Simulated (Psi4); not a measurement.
Psi4 input (wB97X-D/6-311+G**):

```
memory 1500 MB

molecule {
1 1
C    -0.00000000   -0.00000000   -0.69355328
F     0.00000000    0.00000000    0.46236885
symmetry c1
no_reorient
no_com
}

set {
  basis 6-311+G**
  reference rks
  scf_type pk
  dft_radial_points 99
  dft_spherical_points 590
  e_convergence 1e-8
  d_convergence 1e-7
  maxiter 150
}

e = energy('wb97x-d')
print_out(f'\nFINAL {e:.10f} DIPOLE {variable("CURRENT DIPOLE")[0]:.6f} {variable("CURRENT DIPOLE")[1]:.6f} {variable("CURRENT DIPOLE")[2]:.6f}\n')
```

### Question
What final total energy does it give?

### Answer
-137.43412 Eh.
